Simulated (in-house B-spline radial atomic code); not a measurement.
# Ionising Cl8+ with different functionals

Computed with an all-electron radial atomic-structure program (B-spline basis): scalar-relativistic (spin-free X2C) Hamiltonian, Fermi nucleus of rms radius 3.3654 fm, spin-polarised at highest spin, spherical fractional occupations for the functionals, and exact exchange of hybrids averaged over the configuration. The ionisation energy is the difference of two self-consistent energies, [He] 2s2 2p5 → [He] 2s2 2p4, without Breit or QED terms; ε is the level of the shell that loses the electron (its least bound occupied spin orbital).

| method | rung | ΔSCF (eV) | -ε(2p) (eV) |
| --- | --- | --- | --- |
| PBE0 | global hybrid | 401.34 | 382.08 |
| B3LYP | global hybrid | 401.68 | 380.94 |
| TPSSh | global hybrid | ? | ? |
| BHandHLYP | global hybrid | 401.25 | 389.27 |
| r2SCAN0 | global hybrid | 401.85 | 383.22 |
| B97-1 | global hybrid | 401.47 | 381.06 |
| HSE06 | range-separated hybrid | ? | ? |
| wB97X | range-separated hybrid | 401.38 | 383.22 |
| CAM-B3LYP | range-separated hybrid | 401.56 | 382.84 |
| LC-wPBE | range-separated hybrid | 401.57 | 380.97 |

Question: What does HSE06 give?

Answer: ΔSCF 401.39 eV, and -ε(2p) = 381.64 eV.

Question: What does TPSSh give?

Answer: ΔSCF 401.63 eV, and -ε(2p) = 378.17 eV.

Question: Among the functionals, which spreads more, the ΔSCF values or the orbital energies?

Answer: The orbital energies: ΔSCF values span about 0.60 eV and the orbital energies 11.10 eV; here energy differences depend much less on the functional than eigenvalues do.

Question: How do they compare with the NIST value?

Answer: NIST lists 400.85 eV ± 0.012 (measured, ground level to ground level). Errors run from +0.40 to +1.00 eV; BHandHLYP is closest (+0.40 eV), but part of that can be cancellation, since the calculations leave out spin-orbit coupling, Breit-QED terms, multiplet and fine-structure energies.
